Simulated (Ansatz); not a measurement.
C2H4BClO. The species carries charge 0 and has multiplicity 1. The bonds changed during the relaxation, so this is another structure than the one it started from. The structure was optimised at the PBE0-D4/def2-TZVP level.

```xyz
9

B     0.880   -0.953   -0.653
C     0.085   -0.007    0.288
Cl   -0.910   -1.242   -1.360
C    -0.656    1.186    0.619
O    -0.445   -0.014    1.460
H     1.552   -0.388   -1.466
H     1.294   -1.942   -0.125
H    -0.127    2.065    0.969
H    -1.673    1.296    0.267
```

Task: What is the dipole moment at B3LYP/def2-TZVPP? (Estimate.)

Result: Ansatz gave: 4.06 D, with components (-0.81, 3.56, 1.77) D in this frame, pointing from negative to positive charge.

Task: And with PBE, r2SCAN, ωB97M-V? (Best estimate.)

Result: Ansatz gave: PBE 3.86 D, r2SCAN 3.98 D, ωB97M-V 4.24 D.

Task: Give the Mulliken charges with B3LYP, r2SCAN, PBE in def2-TZVPP. (An estimate is asked.)

Result: Computed: 
| atom | B3LYP | r2SCAN | PBE |
| --- | --- | --- | --- |
| B1 | -0.13 | -0.05 | -0.13 |
| C2 | 0.30 | 0.27 | 0.26 |
| Cl3 | -0.23 | -0.22 | -0.18 |
| C4 | -0.05 | 0.02 | -0.06 |
| O5 | -0.18 | -0.18 | -0.12 |
| H6 | 0.01 | -0.02 | 0.00 |
| H7 | 0.01 | -0.02 | 0.00 |
| H8 | 0.13 | 0.09 | 0.11 |
| H9 | 0.14 | 0.10 | 0.13 |

B3LYP here is the variant with VWN-RPA as its local correlation; programs differ in this.
